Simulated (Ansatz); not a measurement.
```yaml
crystal:
  periodic: [false, false, false]
  atoms:
    - {symbol: C, position_ang: [0.368721, 0.540735, 1.187626]}
    - {symbol: C, position_ang: [-0.116445, 0.029576, 0.009884]}
    - {symbol: C, position_ang: [1.182830, -1.279046, -0.515175]}
    - {symbol: C, position_ang: [-1.339805, -0.670034, 0.215040]}
    - {symbol: Al, position_ang: [0.073257, 1.288601, -1.452233]}
    - {symbol: F, position_ang: [-1.132538, 2.632663, -1.445792]}
    - {symbol: F, position_ang: [0.832825, 1.248492, -2.661807]}
    - {symbol: H, position_ang: [0.363052, 0.060139, 1.951720]}
    - {symbol: H, position_ang: [-0.322383, 1.362960, 1.260968]}
    - {symbol: H, position_ang: [1.348458, 1.068718, 1.285574]}
    - {symbol: H, position_ang: [0.915050, -1.575482, -1.256283]}
    - {symbol: H, position_ang: [1.069889, -1.824173, 0.404113]}
    - {symbol: H, position_ang: [2.102075, -0.568351, -0.454397]}
    - {symbol: H, position_ang: [-1.533999, -1.378682, -0.532831]}
    - {symbol: H, position_ang: [-1.318174, -1.297173, 1.073852]}
    - {symbol: H, position_ang: [-2.161716, 0.080811, 0.217737]}
basis:
  gaussian: {orbitals: def2-TZVPD}
hamiltonian: {xc: {name: wB97X-V}}
relax: {f_tol: 0.0001, max_steps: 2}
output: {forces: true}
```

```sh
$ ansatz run in.yaml --threads 4 --pin off --events-out ev --progress --plain --max-ram 11315MiB
```

Shortened log:

```
Functional definition: wB97X-V
1822 factors; their error is unknown
783 factors; integrals over basis functions are off by at most 4.5e-7 eV
mean field evaluation 1: about -16313.6242 eV, gradient 7.4e1 eV
mean field evaluation 2: about -16316.2639 eV, gradient 7.1e1 eV
mean field evaluation 4: about -16323.8238 eV, gradient 2.8e0 eV
mean field evaluation 8: about -16323.8467 eV, gradient 6.6e-2 eV
mean field evaluation 16: about -16323.8291 eV, gradient 2.6e-4 eV
mean field -16323.82908790 eV, -599.8896542916 hartree, gradient 7.4e-5 eV, S^2 0.000000; 0 other end points of the search recorded, 0 dependent functions left out
reference -16323.82908461 eV, -599.8896541706 hartree; 32, 32 occupied and 320, 320 virtual orbitals, 1822 factors
relax step   1: F+E_penalty+E_count = -16323.82908790 eV  Δ(F+E_penalty+E_count) = +0.000e0 eV  max|allowed force component| = 1.722e1 eV/Å  Δτ_max = 0.0000 Å  (34 SCF iters, accepted)
1822 factors; their error is unknown
783 factors; integrals over basis functions are off by at most 4.4e-7 eV
mean field -16329.16360228 eV, -600.0856940791 hartree, gradient 2.2e-5 eV, S^2 0.000000; 0 other end points of the search recorded, 0 dependent functions left out
reference -16329.16359903 eV, -600.0856939597 hartree; 32, 32 occupied and 320, 320 virtual orbitals, 1822 factors
relax step   2: F+E_penalty+E_count = -16329.16360228 eV  Δ(F+E_penalty+E_count) = -5.335e0 eV  max|allowed force component| = 4.326e0 eV/Å  Δτ_max = 0.1945 Å  (39 SCF iters, accepted)
Error: geometry relaxation did not converge after 2 steps: max|allowed force component| = 4.33e0 eV/Å (threshold 1.0e-4). Raise `relax.max_steps` over both its present limit and 2, loosen `relax.f_tol`, or start from a geometry closer to equilibrium. Where this run's directory can be resumed (`checkpoint.write`), a resume goes on for up to `relax.max_steps` more
```

(1) Something in this input is off. What?

## Answers

(1) The relaxation is allowed too few steps for its threshold. The run did not converge.
